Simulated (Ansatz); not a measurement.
`COBC=O` + `CN[SiH2]CN` → `COBCN` + `CN[SiH2]C=O`  (redistribution)

Isolated molecules relaxed with PBE0-D4/def2-TZVP in Ansatz; ΔE leaves out vibrations. CBS: MP2 limit from def2 TZ/QZ plus the TZ coupled-cluster correction, frozen cores. One conformer a species, not always the lowest.

```tsv
species	CCSD/def2-TZVPP energy (Eh)
`COBC=O`	-254.09336
`CN[SiH2]CN`	-480.45057
`COBCN`	-235.45743
`CN[SiH2]C=O`	-499.08542
```

(1) Work out ΔE.

Largest T1 diagnostic among the species: 0.015.

## Answers

(1) ΔE = (-235.45743) + (-499.08542) − (-254.09336) − (-480.45057) = 0.00108 Eh = +0.03 eV. CCSD(T)/CBS gives +0.03 eV.

The D4 term adds +0.03 eV with B3LYP and +0.02 eV with PBE0; it sums over pairs of atoms, weighted by their polarisabilities, and B3LYP, whose exchange is more repulsive, gets the larger term. In def2-TZVPP, CCSD(T) changes the Hartree–Fock value by +0.05 eV (the triples alone add +0.01 eV) and MP2 by +0.07 eV.

B3LYP here is the variant with VWN-RPA as its local correlation; programs differ in this.
